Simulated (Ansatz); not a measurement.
A CCSD(T) single point on CH$_{4}$F$_{2}$OSeTi, SMILES `C[Se][Ti]([OH])([F])[F]`.

```yaml
crystal:
  periodic: [false, false, false]
  atoms:
    - {symbol: C, position_ang: [0.704983, -1.852027, 0.004003]}
    - {symbol: Se, position_ang: [0.331930, -0.516127, -1.390812]}
    - {symbol: Ti, position_ang: [-0.348570, 1.153700, 0.192934]}
    - {symbol: O, position_ang: [-0.793491, 2.555209, -0.779629]}
    - {symbol: F, position_ang: [-1.680106, 0.484797, 1.125653]}
    - {symbol: F, position_ang: [0.999296, 1.474357, 1.278285]}
    - {symbol: H, position_ang: [-0.205415, -2.085228, 0.552383]}
    - {symbol: H, position_ang: [1.478689, -1.486219, 0.676093]}
    - {symbol: H, position_ang: [1.060799, -2.743120, -0.509811]}
    - {symbol: H, position_ang: [-1.548105, 3.014660, -1.149099]}
basis:
  gaussian: {orbitals: def2-TZVPP}
correlation: {method: ccsd_t}
```

```sh
$ ansatz run in.yaml --threads 2 --pin off --events-out ev --progress --plain --max-ram 22528MiB --backend cuda --devices 0, --max-vram 18GiB
```

The program prints (abridged):

```
Functional definition: HF
1896 factors; integrals over basis functions are off by at most 8.8e-4 eV
mean field evaluation 1: about -96932.9504 eV, gradient 7.0e1 eV
mean field evaluation 2: about -96933.1791 eV, gradient 7.0e1 eV
mean field evaluation 4: about -96941.8226 eV, gradient 8.4e0 eV
mean field evaluation 8: about -96942.0359 eV, gradient 9.8e-1 eV
mean field evaluation 16: about -96942.0433 eV, gradient 2.4e-6 eV
mean field -96942.04334187 eV, -3562.5543831368 hartree, gradient 2.7e-6 eV, S^2 0.000000; 0 other end points of the search recorded, 0 dependent functions left out
18 core orbitals not correlated: weight in the atoms' cores, before any rotation towards them, 1.000 or more for the frozen orbitals, at most 0.000 for the correlated occupied ones
reference -96942.04334187 eV, -3562.5543831368 hartree; 28, 28 occupied and 246, 246 virtual orbitals, 1896 factors
second order -44.40313838 eV of doubles, -0.00000000 eV of singles
cycle   1  -42.62540520 eV  change     1.8e0 eV  update   2.8e-1
cycle   2  -44.11660763 eV  change    -1.5e0 eV  update   1.9e-1
cycle   3  -44.49902911 eV  change   -3.8e-1 eV  update   6.3e-2
cycle   4  -44.53590008 eV  change   -3.7e-2 eV  update   2.7e-2
cycle   5  -44.50429965 eV  change    3.2e-2 eV  update   1.2e-2
cycle   6  -44.49198273 eV  change    1.2e-2 eV  update   5.6e-3
cycle   7  -44.49673367 eV  change   -4.8e-3 eV  update   3.4e-3
cycle   8  -44.49656393 eV  change    1.7e-4 eV  update   1.7e-3
cycle   9  -44.49627187 eV  change    2.9e-4 eV  update   7.7e-4
cycle  10  -44.49759633 eV  change   -1.3e-3 eV  update   3.5e-4
cycle  11  -44.49715090 eV  change    4.5e-4 eV  update   2.2e-4
cycle  12  -44.49675023 eV  change    4.0e-4 eV  update   9.6e-5
cycle  13  -44.49694620 eV  change   -2.0e-4 eV  update   5.1e-5
cycle  14  -44.49681429 eV  change    1.3e-4 eV  update   2.7e-5
cycle  15  -44.49682248 eV  change   -8.2e-6 eV  update   1.1e-5
perturbative correction -2.07488907 eV, -0.0762507670 hartree
Total energy: -96988.61505342 eV, -3564.2658619689 hartree
```

Run time 13 s (2 threads of an AMD EPYC 7R13 on a shared host and a share of an NVIDIA H100 80 GB); peak host memory 0.9 GiB.

Correlation energy per correlated electron: -0.832 eV. T1 diagnostic: 0.0223.
